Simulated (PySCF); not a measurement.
# Stretching TbO

Set-up: Tb x2c-SVPall, O x2c-SVPall; spin-free X2C with a Gaussian nucleus (PySCF 2.14). Energies in eV from Tb (4f9 6s2) + O in their ground configurations at the same level. State: octet, about 8.2 electrons in the 4f shell (Mulliken), real f orbitals that mix terms.

All columns are r²SCAN0. A positive dipole means Tb(−)O(+).

```tsv
R (Å)	E (eV)	μ (D)	Mulliken charge on Tb (basis-dependent)	HOMO (eV)	LUMO (eV)	Mayer bond order	⟨S²⟩
1.532	-5.443	-2.19	0.23	-4.11	-1.59	2.39	15.76
1.604	-6.435	-2.94	0.30	-4.28	-1.69	2.37	15.76
1.675	-6.996	-3.62	0.36	-4.45	-1.79	2.35	15.77
1.728	-7.197	-4.10	0.39	-4.57	-1.86	2.34	15.77
1.782	-7.251	-4.54	0.42	-4.68	-1.93	2.32	15.77
1.835	-7.187	-4.95	0.45	-4.79	-2.00	2.31	15.77
1.907	-6.962	-5.46	0.48	-4.92	-2.08	2.29	15.78
1.996	-6.520	-6.04	0.51	-5.07	-2.19	2.27	15.79
2.103	-5.843	-6.63	0.53	-5.22	-2.29	2.23	15.81
2.245	-4.836	-7.17	0.54	-5.31	-2.37	2.16	15.91
```

A fit through these points gives, at Re = 1.778 Å, μ = -4.51 D and dμ/dR = -8.04 D/Å; the reduced mass is 14.53 u.

Problem. How strong is the fundamental in the double-harmonic approximation, I = 42.26·(dμ/dR)²/μred km/mol?

Solution. I = 42.26·(-8.04)²/14.53 = 188 km/mol at r²SCAN0.

⟨S²⟩ of the unrestricted solution departs from its pure value on part of the curve, where spin states mix. These are scalar-relativistic numbers at best; spin–orbit coupling would shift them, the dissociation energy most. With d or f electrons several states lie close, and the lowest PBE0 determinant need not be the measured ground state.
